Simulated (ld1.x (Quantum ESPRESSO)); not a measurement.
silicon: one change to an ultrasoft potential, before and after

Si (Z = 14), ultrasoft, made with ld1.x (Quantum ESPRESSO) 7.5 (PBE, scalar-relativistic). Core [Ne], reference 3s2 3p2. Waves: 3s (bound): rcut 1.25, rcutus 1.60 bohr; 3s channel at -0.4 Ry: rcut 1.25, rcutus 1.60 bohr; 3p (bound): rcut 1.55, rcutus 2.00 bohr; 3p channel at 2.2 Ry: rcut 1.55, rcutus 2.00 bohr; 3d channel at -0.1 Ry: rcut 1.45, rcutus 1.60 bohr. Local part: all-electron potential smoothed inside 1.20 bohr (lloc = -1). Core correction: Bessel-smoothed model core, default radius (core density twice the valence density). Augmentation charge: PSQ, radius 1.20 bohr.

Change: local potential all-electron potential smoothed inside 1.18 bohr (lloc = -1).

Cutoffs: the cutoffs (Ry, on a coarse ladder) from which the occupation-weighted sum of valence levels, in a spherical-Bessel basis at the reference potential, stays within 10 and 1 mRy of its value at 400 Ry; they do not see the model core or the augmentation charge, which bear on the density cutoff. Errors are all-electron minus pseudo energies relative to the spin-unpolarised reference configuration.

Q: What does the change do?

A: The potential gets neither clearly harder nor softer (12 Ry and 18 Ry → 12 Ry and 18 Ry); the bound ghost in s disappears; the errors of the 7 common tests hardly move; the range in which the d phases agree widens (upper end 2.3 → 4.9). A state that the projectors do not describe sees the local part alone, so a deeper or shallower local part can create or remove a ghost.

```csv
quantity,base,changed
"cutoff, loose",12 Ry,12 Ry
"cutoff, tight",18 Ry,18 Ry
bound ghosts,s,none
"error for 3s2 3p1, meV [ΔE 7.74 eV]",-0.1,-0.1
"error for 3s2 3p0, meV [ΔE 23.73 eV]",+0.2,+0.2
"error for 3s1 3p0, meV [ΔE 57.70 eV]",-24,-24
"error for 3s1 3p2, meV [ΔE 15.17 eV]",-3.6,-3.8
"error for 3s2 3p2.3, meV [ΔE -0.93 eV]",+0.1,+0.1
"error for 3s1 3p3, meV [ΔE 6.81 eV]",-1.5,-1.4
"error for 3s0 3p4, meV [ΔE 13.78 eV]",-5.5,-5.5
s: phases at 2.21 bohr within 0.05 rad from the reference energy up to (Ry; the scan ends near 5),4.9,4.8
p: phases at 2.21 bohr within 0.05 rad from the reference energy up to (Ry; the scan ends near 5),to the end of the scan,to the end of the scan
d: phases at 2.21 bohr within 0.05 rad from the reference energy up to (Ry; the scan ends near 5),2.3,4.9
lowest overlap eigenvalue by channel,"s 0.49, p 0.69, d 1.00","s 0.49, p 0.70, d 1.00"
```

 A true bound ghost makes a file unfit for plane-wave use even where its test errors are small: the radial tests pick states by their node count and pass the ghost by.
